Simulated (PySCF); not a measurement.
## MoBr: energy against distance

Set-up: basis Mo def2-TZVPP with ECP28, Br def2-TZVPP; scalar-relativistic core potentials; PySCF 2.14. Energies in eV from Mo (4d5 5s1) + Br in their ground configurations at the same level. State: ⁶Σ⁺ (sextet), unpaired electrons σ ↑, π ↑↑, δ ↑↑.

All columns are PBE. A positive dipole means Mo(−)Br(+).

```
R (Å)  E (eV)  μ (D)  Mulliken charge on Mo (basis-dependent)  HOMO (eV)  LUMO (eV)  Mayer bond order  ⟨S²⟩
2.101  -2.490  -2.35                                     0.27      -4.31      -2.73              1.54  8.76
2.199  -3.072  -2.77                                     0.28      -4.48      -2.96              1.42  8.76
2.296  -3.374  -3.20                                     0.30      -4.65      -3.18              1.32  8.76
2.370  -3.471  -3.53                                     0.31      -4.76      -3.35              1.26  8.77
2.443  -3.488  -3.87                                     0.33      -4.87      -3.51              1.20  8.77
2.516  -3.447  -4.20                                     0.34      -4.98      -3.66              1.15  8.77
2.614  -3.329  -4.64                                     0.36      -5.10      -3.85              1.09  8.78
2.736  -3.119  -5.18                                     0.38      -5.23      -4.08              1.02  8.78
2.883  -2.824  -5.77                                     0.40      -5.36      -4.31              0.96  8.80
3.078  -2.417  -6.47                                     0.42      -5.46      -4.57              0.89  8.83
```

A fit through these points gives, at Re = 2.425 Å, μ = -3.78 D and dμ/dR = -4.57 D/Å; the reduced mass is 43.7 u.

Q: How strong is the fundamental in the double-harmonic approximation, I = 42.26·(dμ/dR)²/μred km/mol?

A: I = 42.26·(-4.57)²/43.7 = 20.2 km/mol at PBE.

The metal atom is held in its measured ground configuration; semilocal functionals can put another filling of s and d lower by some tenths of an eV, and De to that atom would be smaller. Spin–orbit coupling is left out, which matters for elements this heavy, above all for dissociation energies. The state is the lowest single determinant that the PBE0 search found; with open d or f shells the true ground state can be another one.
